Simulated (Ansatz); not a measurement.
**Question.** Name a neutral molecule of C, Si and H with HOMO energy (B3LYP/def2-TZVPP) between -7.55 and -7.25 eV and size of the dipole moment (PBE/def2-TZVPP) between 0.00 and 0.30 D (Ansatz, PBE0-D4/def2-TZVP geometry).

**Answer.** `CC[Si](CC)(CC)CC` (-7.47 eV, 0.00 D). Other molecules can fit too; these were computed, each in one conformer that needn't be the lowest.

B3LYP here is the variant with VWN-RPA as its local correlation; programs differ in this.
